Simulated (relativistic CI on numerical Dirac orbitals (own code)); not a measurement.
Cr3+ in a cubic cluster: 3s photoemission with charge transfer

Computed with a charge-transfer multiplet model of a cubic metal-ligand cluster with up to 2 ligand holes, Slater and spin-orbit integrals from Dirac-Coulomb-Breit ions, Slater integrals scaled by 0.8. The ground state mixes d3 with configurations of k ligand holes L, whose averages lie at kΔ + k(k − 1)U_dd/2; a core hole lowers each added d electron by U_cd. 300 K, Lorentzian 1.4 eV and Gaussian 0.8 eV FWHM.

Atomic integrals in eV (Slater integrals scaled, ζ unscaled), ground: F2dd 8.574, F4dd 5.368, zeta_d 0.033; with the core hole: F2dd 9.419, F4dd 5.934, zeta_d 0.040, G2cd 9.414.

Cluster parameters (eV): Δ = 4.9, U_cd = 6.5, 10Dq = 0.5, 10Dq(ligand) = 1.5, V(eg) = 1.7, V(t2g) = -0.88, final-state hopping factor = 1.

```csv
Case,n_d,d3,d4L,d5L2,S
U_dd = 3.9 eV,3.39,0.64,0.33,0.03,1.50
U_dd = 4.6 eV,3.38,0.65,0.32,0.03,1.50
U_dd = 5.3 eV,3.38,0.65,0.32,0.03,1.50
```

Weights, n_d and S are thermal averages at 300 K. Binding energies count from the first peak over 30 % of the highest in each spectrum, which can be another peak from case to case. The parameters are a model scan and need not match a compound or its usual spin state. Peaks in eV (height, largest 100):
- U_dd = 3.9 eV: 0.0 (84), 3.8 (60), 9.2 (100), 16.3 (24)
- U_dd = 4.6 eV: 0.0 (88), 4.0 (55), 9.1 (100), 16.3 (23)
- U_dd = 5.3 eV: 0.0 (92), 4.2 (52), 9.1 (100), 16.2 (21)

For the case U_dd = 5.3 eV, Δ = 4.9 eV is smaller than U_dd = 5.3 eV, the charge-transfer side of the Zaanen-Sawatzky-Allen scheme. With the core hole the average of the configuration with one ligand hole lies at Δ − U_cd = -1.6 eV before mixing: the effective hopping of about 3.6 eV (from the holes of the mixed ground state) is comparable with this gap or larger, so the configurations mix strongly.

Without intra-shell correlation the exchange splitting of the 3s hole comes out too large.
